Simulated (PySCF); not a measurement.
Here is a computed PBE0-D3(BJ)/def2-SVP geometry (Å):
```
C 
C   1  1.5127
C   2  1.5124  1  113.82
Br  2  1.9708  1  109.30  3   122.43
H   1  1.1004  2  110.94  3   -60.01
H   1  1.0989  2  111.58  3   179.07
H   1  1.1023  2  109.40  3    59.24
H   2  1.0992  1  110.41  3  -124.85
H   3  1.1027  2  109.42  1   -59.25
H   3  1.0989  2  111.58  1  -179.15
H   3  1.1001  2  110.94  1    60.01
```
Z-matrix in Å and degrees, rows numbered from 1.

Neutral, closed shell.

(1) Read off the bonds between heavy atoms and their formal orders.

(2) Give the structure as a SMILES string.

(3) Name the point group.

(4) Classify the heavy atoms.

(5) What is the arrangement about C2?

(6) What is the arrangement about C1?

## Answers

(1) C1–C2 (single); C2–C3 (single); C2–Br4 (single). Hydrogens: H5, H6, H7 on C1; H8 on C2; H9, H10, H11 on C3.

(2) `CC(C)Br`, C3H7Br, 2-bromopropane.

(3) Cs (every atom within 0.08 Å of its image).

(4) C1/C3: methyl carbon; C2: sp3 C–Br carbon; Br4: alkyl bromine.

(5) It has 4 neighbours (C1, C3, Br4, H8) and is distorted tetrahedral (angles from 103.1° to 113.8°).

(6) It has 4 neighbours (C2, H5, H6, H7) and is tetrahedral (angles from 108.2° to 111.6°).
